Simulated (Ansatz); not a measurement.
C2H8GaN, charge +1, doublet, geometry from GFN2-xTB of the parent state (such geometries of metal compounds can be far from the true shape) (a state made from the parent by changing its charge; the spin is typed, not shown lowest); BLYP/6-31G in Ansatz (a first-principles code).

Ansatz was given this input:
Ansatz 0.2 input:
```yaml
crystal:
  periodic: [false, false, false]
  atoms:
    - {symbol: Ga, position_ang: [-0.16656750, 0.18406714, 0.35077608]}
    - {symbol: C, position_ang: [-1.28147702, -1.40896324, -0.47344622]}
    - {symbol: H, position_ang: [-0.74133276, -1.79709385, -1.34522646]}
    - {symbol: H, position_ang: [-2.27940183, -1.11347452, -0.82164914]}
    - {symbol: H, position_ang: [-1.42687604, -2.25388105, 0.21182952]}
    - {symbol: C, position_ang: [0.24596728, 1.48062425, -1.26442240]}
    - {symbol: H, position_ang: [0.67992935, 0.89162038, -2.08121695]}
    - {symbol: H, position_ang: [0.96653338, 2.27392132, -1.02758056]}
    - {symbol: H, position_ang: [-0.64524762, 1.97798458, -1.66788430]}
    - {symbol: N, position_ang: [1.55313057, -0.65612268, 0.60228937]}
    - {symbol: H, position_ang: [2.34465605, -0.06289626, 0.84329730]}
    - {symbol: H, position_ang: [1.60647643, -1.45936919, 1.22555838]}
basis:
  gaussian:
    orbitals: 6-31G
hamiltonian:
  xc: blyp
total_charge: 1
magnetization: {spin_polarized: true, initial_magnetization: 1}
```

Predict the main parts of the log of this Ansatz run.


```
Functional definition: BLYP
893 factors; integrals over basis functions are off by at most 2.4e-4 eV
mean field evaluation 1: about -56022.5174 eV, gradient 8.2e1 eV
mean field evaluation 2: about -55923.8173 eV, gradient 1.3e2 eV
mean field evaluation 4: about -56046.1025 eV, gradient 3.5e1 eV
mean field evaluation 8: about -56052.4347 eV, gradient 1.3e1 eV
mean field evaluation 16: about -56053.5429 eV, gradient 2.4e0 eV
mean field evaluation 32: about -56053.4714 eV, gradient 8.2e-4 eV
mean field evaluation 64: about -56053.4839 eV, gradient 2.1e0 eV
mean field -56053.58154959 eV, -2059.9311274654 hartree, gradient 2.4e-5 eV, S^2 0.762949; 9 other end points of the search recorded, 0 dependent functions left out
reference -56053.58187550 eV, -2059.9311394421 hartree; 29, 28 occupied and 43, 44 virtual orbitals, 893 factors
Total energy: -56053.58187550 eV, -2059.9311394421 hartree
```
